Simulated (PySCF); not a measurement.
cyclohexane (C₆H₁₂), singlet, geometry from GFN2-xTB; CASSCF(2,3)/STO-3G in PySCF.

Input for PySCF:
```python
from pyscf import gto, scf, mcscf
import numpy

mol = gto.Mole()
mol.atom = '''
    C    -0.65342719    1.12785033   -0.67385261
    C     0.76040020    1.24983573   -0.11310605
    C     1.45803252   -0.10713894   -0.12551185
    C     0.65342719   -1.12785033    0.67385261
    C    -0.76040020   -1.24983573    0.11310605
    C    -1.45803252    0.10713894    0.12551185
    H    -0.60183522    0.80966496   -1.71793221
    H    -1.15095342    2.09982864   -0.64473480
    H     1.33401528    1.96908217   -0.70197983
    H     0.71121256    1.62146226    0.91328576
    H     1.55708191   -0.45308207   -1.15726686
    H     2.46236684   -0.01359637    0.29363537
    H     1.15095342   -2.09982864    0.64473480
    H     0.60183522   -0.80966496    1.71793221
    H    -1.33401528   -1.96908217    0.70197983
    H    -0.71121256   -1.62146226   -0.91328576
    H    -1.55708191    0.45308207    1.15726686
    H    -2.46236684    0.01359637   -0.29363537
'''
mol.basis = 'sto-3g'
mol.verbose = 4
mol.build()

mf = scf.RHF(mol)
mf.kernel()
mc = mcscf.CASSCF(mf, 3, 2)
mc.fix_spin_(ss=0.0)
mc.conv_tol = 1e-5
mc.kernel()
occ = numpy.linalg.eigvalsh(mc.fcisolver.make_rdm1(mc.ci, mc.ncas, mc.nelecas))[::-1]
ss = mc.fcisolver.spin_square(mc.ci, mc.ncas, mc.nelecas)[0]
print('natural occupations', occ.round(4), ' <S^2>', round(ss, 4))
```

Output, abridged:

```
PySCF version 2.14.0

[INPUT] verbose = 4
[INPUT] num. atoms = 18
[INPUT] num. electrons = 48
[INPUT] charge = 0
[INPUT] spin (= nelec alpha-beta = 2S) = 0
[INPUT] symmetry False subgroup None
[INPUT] Mole.unit = angstrom
[INPUT] Symbol           X                Y                Z      unit          X                Y                Z       unit  Magmom
[...]
nuclear repulsion = 257.470762454295
number of shells = 30
number of NR pGTOs = 126
number of NR cGTOs = 42
basis = sto-3g
ecp = {}

******** <class 'pyscf.scf.hf.RHF'> ********
method = RHF
initial guess = minao
damping factor = 0
level_shift factor = 0
DIIS = <class 'pyscf.scf.diis.CDIIS'>
diis_start_cycle = 1
diis_space = 8
diis_damp = 0
SCF conv_tol = 1e-09
SCF conv_tol_grad = None
SCF max_cycles = 50
direct_scf = True
direct_scf_tol = 1e-13
Set gradient conv threshold to 3.16228e-05
Initial guess from minao.
init E= -232.792958535241
[...]
cycle= 1 E= -231.451449029863  delta_E= 1.34  |g|= 0.255  |ddm|= 4.91
[...]
cycle= 2 E= -231.478785587169  delta_E= -0.0273  |g|= 0.0621  |ddm|= 0.465
[...]
cycle= 3 E= -231.480528876236  delta_E= -0.00174  |g|= 0.00419  |ddm|= 0.142
[...]
cycle= 4 E= -231.480534473951  delta_E= -5.6e-06  |g|= 0.000525  |ddm|= 0.00628
[...]
cycle= 5 E= -231.480534604403  delta_E= -1.3e-07  |g|= 3.88e-05  |ddm|= 0.000925
[...]
cycle= 6 E= -231.480534605174  delta_E= -7.71e-10  |g|= 4e-06  |ddm|= 7.83e-05
[...]
Extra cycle  E= -231.480534605182  delta_E= -7.62e-12  |g|= 1.16e-06  |ddm|= 6.51e-06
converged SCF energy = -231.480534605182

******** <class 'pyscf.mcscf.mc1step.CASSCF'> ********
CAS (1e+1e, 3o), ncore = 23, nvir = 16
max_cycle_macro = 50
max_cycle_micro = 4
conv_tol = 1e-05
conv_tol_grad = None
orbital rotation max_stepsize = 0.02
orbital rotation threshold for CI restart = 0.01
augmented hessian ah_max_cycle = 30
augmented hessian ah_conv_tol = 1e-12
augmented hessian ah_linear dependence = 1e-14
augmented hessian ah_level shift = 1e-08
augmented hessian ah_start_tol = 2.5
augmented hessian ah_start_cycle = 3
augmented hessian ah_grad_trust_region = 3
kf_trust_region = 3
kf_interval = 4
ci_response_space = 4
ci_grad_trust_region = 3
with_dep4 0
natorb = False
canonicalization = True
sorting_mo_energy = False
ao2mo_level = 2
internal_rotation = False
******** <class 'pyscf.fci.addons.SpinPenaltyFCISolver'> ********
max. cycles = 50
conv_tol = 1e-08
davidson only = True
linear dependence = 1e-12
level shift = 0.001
max iter space = 12
nroots = 1
pspace_size = 400
spin = None
CASCI E = -231.481602556091  S^2 = 0.0000000
Set conv_tol_grad to 0.00316228
macro iter   1 ( 21 JK    4 micro), CASSCF E = -231.482276726022  dE = -6.74169931e-04  S^2 = 0.0000000
               |grad[o]|=0.00175  |grad[c]|=0.016  |ddm|=0.000485  |maxRot[o]|=0.161
macro iter   2 ( 21 JK    4 micro), CASSCF E = -231.483320075585  dE = -1.04334956e-03  S^2 = 0.0000000
               |grad[o]|=0.00205  |grad[c]|=0.012  |ddm|=0.000866  |maxRot[o]|=0.194
macro iter   3 ( 11 JK    2 micro), CASSCF E = -231.483854826716  dE = -5.34751130e-04  S^2 = 0.0000000
               |grad[o]|=0.00195  |grad[c]|=0.0114  |ddm|=0.000555  |maxRot[o]|=0.101
macro iter   4 (  6 JK    1 micro), CASSCF E = -231.483893661334  dE = -3.88346181e-05  S^2 = 0.0000000
               |grad[o]|=0.00118  |grad[c]|=0.00217  |ddm|=8.56e-05  |maxRot[o]|=0.0798
macro iter   5 (  6 JK    1 micro), CASSCF E = -231.483974401802  dE = -8.07404679e-05  S^2 = 0.0000000
               |grad[o]|=0.00117  |grad[c]|=0.00372  |ddm|=0.000151  |maxRot[o]|=0.0798
macro iter   6 (  6 JK    1 micro), CASSCF E = -231.484109340570  dE = -1.34938768e-04  S^2 = 0.0000000
               |grad[o]|=0.00117  |grad[c]|=0.00503  |ddm|=0.000183  |maxRot[o]|=0.0798
macro iter   7 (  6 JK    1 micro), CASSCF E = -231.484310046784  dE = -2.00706213e-04  S^2 = 0.0000000
               |grad[o]|=0.00123  |grad[c]|=0.00601  |ddm|=0.000267  |maxRot[o]|=0.0798
macro iter   8 (  6 JK    1 micro), CASSCF E = -231.484529182360  dE = -2.19135576e-04  S^2 = 0.0000000
               |grad[o]|=0.00135  |grad[c]|=0.00533  |ddm|=0.000307  |maxRot[o]|=0.0597
macro iter   9 ( 21 JK    4 micro), CASSCF E = -231.485749258582  dE = -1.22007622e-03  S^2 = 0.0000000
               |grad[o]|=0.00159  |grad[c]|=0.00566  |ddm|=0.00127  |maxRot[o]|=0.304
macro iter  10 (  6 JK    1 micro), CASSCF E = -231.486262122298  dE = -5.12863716e-04  S^2 = 0.0000000
               |grad[o]|=0.00103  |grad[c]|=0.0284  |ddm|=0.00217  |maxRot[o]|=0.0688
macro iter  11 ( 21 JK    4 micro), CASSCF E = -231.487025330025  dE = -7.63207727e-04  S^2 = 0.0000000
               |grad[o]|=0.0042  |grad[c]|=0.0353  |ddm|=0.00496  |maxRot[o]|=0.0979
macro iter  12 ( 21 JK    4 micro), CASSCF E = -231.487674539971  dE = -6.49209946e-04  S^2 = 0.0000000
               |grad[o]|=0.00649  |grad[c]|=0.0286  |ddm|=0.0056  |maxRot[o]|=0.064
macro iter  13 ( 21 JK    4 micro), CASSCF E = -231.488569682854  dE = -8.95142883e-04  S^2 = 0.0000000
               |grad[o]|=0.00732  |grad[c]|=0.0298  |ddm|=0.0037  |maxRot[o]|=0.126
macro iter  14 ( 21 JK    4 micro), CASSCF E = -231.489632782455  dE = -1.06309960e-03  S^2 = 0.0000000
               |grad[o]|=0.00828  |grad[c]|=0.0257  |ddm|=0.00598  |maxRot[o]|=0.0903
macro iter  15 ( 21 JK    4 micro), CASSCF E = -231.489489971130  dE =  1.42811325e-04  S^2 = 0.0000000
               |grad[o]|=0.00884  |grad[c]|=0.024  |ddm|=0.0042  |maxRot[o]|=0.0543
macro iter  16 ( 21 JK    4 micro), CASSCF E = -231.490966221560  dE = -1.47625043e-03  S^2 = 0.0000000
               |grad[o]|=0.00876  |grad[c]|=0.00716  |ddm|=0.00415  |maxRot[o]|=0.0479
macro iter  17 ( 21 JK    4 micro), CASSCF E = -231.493164410490  dE = -2.19818893e-03  S^2 = 0.0000000
               |grad[o]|=0.0087  |grad[c]|=0.00882  |ddm|=0.00237  |maxRot[o]|=0.0873
macro iter  18 (  9 JK    2 micro), CASSCF E = -231.493976983074  dE = -8.12572584e-04  S^2 = 0.0000000
               |grad[o]|=0.00659  |grad[c]|=0.00267  |ddm|=0.00156  |maxRot[o]|=0.0425
macro iter  19 ( 10 JK    2 micro), CASSCF E = -231.494241399279  dE = -2.64416205e-04  S^2 = 0.0000000
               |grad[o]|=0.00472  |grad[c]|=0.00261  |ddm|=0.000456  |maxRot[o]|=0.0172
macro iter  20 (  7 JK    2 micro), CASSCF E = -231.494580954288  dE = -3.39555009e-04  S^2 = 0.0000000
               |grad[o]|=0.00378  |grad[c]|=0.00174  |ddm|=0.000576  |maxRot[o]|=0.0402
macro iter  21 (  4 JK    1 micro), CASSCF E = -231.494682027833  dE = -1.01073544e-04  S^2 = 0.0000000
               |grad[o]|=0.00186  |grad[c]|=0.0015  |ddm|=0.000177  |maxRot[o]|=0.0385
macro iter  22 (  1 JK    1 micro), CASSCF E = -231.494682027834  dE = -1.50635060e-12  S^2 = 0.0000000
               |grad[o]|=6.81e-05  |grad[c]|=2.11e-06  |ddm|=1.6e-07  |maxRot[o]|=    0
1-step CASSCF converged in  22 macro (288 JK  56 micro) steps
CASSCF canonicalization
Density matrix diagonal elements [1.98297127 0.01155775 0.00547098]
CASSCF energy = -231.494682027834
CASCI E = -231.494682027834  E(CI) = -1.76080638916312  S^2 = 0.0000000
natural occupations [1.983 0.017 0.   ]  <S^2> 0.0
```
